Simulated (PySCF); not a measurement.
Property card for `Oc1ccc(S)s1`

C4H4OS2.
Atom-mapped SMILES: `[OH:1][c:2]1[cH:3][cH:4][c:5]([SH:6])[s:7]1` (hydrogens: H8 on O1; H9 on C3; H10 on C4; H11 on S6)

Structure used (GFN2-xTB), in Å, numbered top down from 1:
```xyz
11
C4H4OS2 angstrom
O     -2.3636    0.9610    0.6255
C     -1.1611    0.4356    0.2951
C     -0.8449   -0.8188   -0.1157
C      0.5397   -0.9797   -0.3670
C      1.2483    0.1556   -0.1429
S      2.9826    0.3607   -0.3393
S      0.2295    1.4693    0.3888
H     -3.0478    0.2873    0.5353
H     -1.5661   -1.6075   -0.2380
H      0.9854   -1.8987   -0.6993
H      3.0034    1.6380    0.0315
```

Some functional groups and rings: aromatic ring with sulfur, phenol-type hydroxyl and thiol.

GFN2-xTB geometry:

* Point group of the GFN2-xTB geometry: Cs
* Rotational constants A, B, C of the GFN2-xTB geometry: 5.040, 1.183, 0.958 GHz

**PBE0/def2-SVPD ground state and vertical TDDFT (core frozen in the response) (PySCF)**

- Dipole moment: 1.86 D
- HOMO energy: -5.78 eV
- LUMO energy: -0.49 eV
- HOMO–LUMO gap: 5.29 eV
- Lowest singlet excitation: 3.95 eV (314 nm, f = 0.000)
- Strongest line among the 6 lowest singlet transitions: S2 at 4.68 eV (265 nm, f = 0.185)
- Lowest triplet excitation (Tamm–Dancoff): 3.18 eV
- Static isotropic polarisability: 89.7 au
- Electronic spatial extent ⟨r²⟩ about the centre of nuclear charge: 1123 bohr²

PBE0/pcSseg-1 ground state and GIAO shieldings, non-relativistic (PySCF):

* Lowest Hirshfeld atomic charge: -0.19 e on O1
* Highest Hirshfeld atomic charge: +0.19 e on H8
* 13C chemical shifts (computed TMS as zero) by class: 168.5 (C2), 125.3 (C5), 124.4 (C4), 107.1 (C3) ppm
* 1H chemical shifts (computed TMS as zero) by class: 6.31 (H10), 5.86 (H9), 4.22 (H8), 3.60 (H11) ppm
* Isotropic shieldings of nuclei other than C and H, by class: 225 (O1), 296 (S7), 543 (S6) ppm
* Mayer bond orders between heavy atoms: O1–C2 1.07, C2–C3 1.56, C3–C4 1.23, C4–C5 1.55, C5–S6 1.04, C5–S7 1.07, S7–C2 1.11

Monoisotopic mass from the formula: 131.9704 u.

The principal polarisabilities are 57.8, 89.6 and 121.7 au; their mean is the isotropic value. The largest Löwdin shares of the HOMO are 0.27 on S6, 0.18 on C5, 0.15 on C2 and 0.12 on C4. The rotational constants make it an asymmetric top with κ = (2B − A − C)/(A − C) = -0.89, nearer the prolate limit (−1). With B = h/(8π²I), that is 505.379 GHz u Å² over I, the principal moments of inertia are 100.3, 427.3 and 527.6 u Å² (most abundant isotopes); the inertial defect Ic − Ia − Ib is 0.0 u Å² (zero for a rigid planar frame, negative otherwise).

One conformer (not necessarily the lowest) at the GFN2-xTB geometry, without solvent, vibrations or thermal averaging.
